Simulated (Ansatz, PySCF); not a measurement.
Species, as SMILES: FC(F)(C)F.
Geometry (B3LYP-D3(BJ)/def2-TZVP, fixed):
```
C
F 1 1.3503
F 1 1.3503 2 107.01
F 1 1.3503 2 107.01 3 -114.42
C 1 1.5015 2 111.83 3 122.79
H 5 1.0883 1 109.29 2 180.00
H 5 1.0883 6 109.65 1 119.78
H 5 1.0883 6 109.65 7 120.45
```

Near-linear dependence at PBE0/d-aug-cc-pVTZ with PySCF (spherical functions, density fitting): canonical orthogonalisation drops combinations whose overlap eigenvalue lies under the threshold. The set has 406 functions.

| threshold | orbitals kept | energy minus last row (mEh) | SCF cycles |
|---|---|---|---|
| 1e-3 | 353 | 25.384 | 9 |
| 1e-4 | 387 | 0.170 | 9 |
| 1e-5 | 397 | 0.050 | 9 |
| 1e-6 | 405 | 0.004 | 9 |
| 1e-7 | 406 | 0.000 | 9 |
| 1e-9 | 406 | 0.000 | 9 |

The smallest overlap eigenvalue is 8.1e-07. Ansatz (a quantum-chemistry and plane-wave program) at its default drops 0 functions.
